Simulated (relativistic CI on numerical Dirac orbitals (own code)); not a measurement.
## Ligand-field terms of d8

Computed with a parametric ligand-field model of a d^n configuration (Racah B and C, spin-orbit zeta, crystal field), exact diagonalisation.

Field parameters in Wybourne normalisation: Oh B⁴₀ = 21Dq, B⁴₄ = √(5/14) B⁴₀; Td as Oh with Dq negative (B⁴₀ = 21Dq, B⁴₄ = √(5/14) B⁴₀). The field is a parameter set, without covalency.

(1) Ground term and bands for B = 930, C = 4270, ζ = 0 cm⁻¹, Oh, 10Dq = 6650 cm⁻¹?

(2) Ground term and bands for B = 990, C = 4260, ζ = 0 cm⁻¹, Oh, 10Dq = 13900 cm⁻¹?

(3) Ground term and bands for B = 350, C = 1680, ζ = 0 cm⁻¹, Oh, 10Dq = 34850 cm⁻¹?

(4) Ground term and bands for B = 640, C = 2730, ζ = 0 cm⁻¹, Oh, 10Dq = 33700 cm⁻¹?

(5) Ground term and bands for B = 1000, C = 4400, ζ = 0 cm⁻¹, Td, 10Dq = -2550 cm⁻¹?

Results:

(1) Ground term 3A2 with 2.00 electrons in the two orbitals of the cubic e set. Spin-allowed: 3T2 6650 cm⁻¹ (1504 nm), 3T1 11304 cm⁻¹ (885 nm), 3T1 22596 cm⁻¹ (443 nm). Lowest spin-forbidden: 1E 15285 cm⁻¹ (654 nm), 1T2 21446 cm⁻¹ (466 nm), 1A1 23791 cm⁻¹ (420 nm). With an A2 ground term the first spin-allowed band lies at |10Dq| itself.

(2) Ground term 3A2 with 2.00 electrons in the two orbitals of the cubic e set. Spin-allowed: 3T2 13900 cm⁻¹ (719 nm), 3T1 21832 cm⁻¹ (458 nm), 3T1 34718 cm⁻¹ (288 nm). Lowest spin-forbidden: 1E 16037 cm⁻¹ (624 nm), 1A1 27024 cm⁻¹ (370 nm), 1T2 29588 cm⁻¹ (338 nm). With an A2 ground term the first spin-allowed band lies at |10Dq| itself.

(3) Ground term 3A2 with 2.00 electrons in the two orbitals of the cubic e set. Spin-allowed: 3T2 34850 cm⁻¹ (287 nm), 3T1 38911 cm⁻¹ (257 nm), 3T1 70889 cm⁻¹ (141 nm). Lowest spin-forbidden: 1E 6139 cm⁻¹ (1629 nm), 1A1 11852 cm⁻¹ (844 nm), 1T2 40968 cm⁻¹ (244 nm). With an A2 ground term the first spin-allowed band lies at |10Dq| itself.

(4) Ground term 3A2 with 2.00 electrons in the two orbitals of the cubic e set. Spin-allowed: 3T2 33700 cm⁻¹ (297 nm), 3T1 40862 cm⁻¹ (245 nm), 3T1 69838 cm⁻¹ (143 nm). Lowest spin-forbidden: 1E 10508 cm⁻¹ (952 nm), 1A1 19834 cm⁻¹ (504 nm), 1T2 44137 cm⁻¹ (227 nm). With an A2 ground term the first spin-allowed band lies at |10Dq| itself.

(5) Ground term 3T1 with 3.85 electrons in the two orbitals of the cubic e set. Spin-allowed: 3T2 2103 cm⁻¹, 3A2 4653 cm⁻¹ (2149 nm), 3T1 16655 cm⁻¹ (600 nm). Lowest spin-forbidden: 1T2 14578 cm⁻¹ (686 nm), 1E 15377 cm⁻¹ (650 nm), 1T2 21677 cm⁻¹ (461 nm).
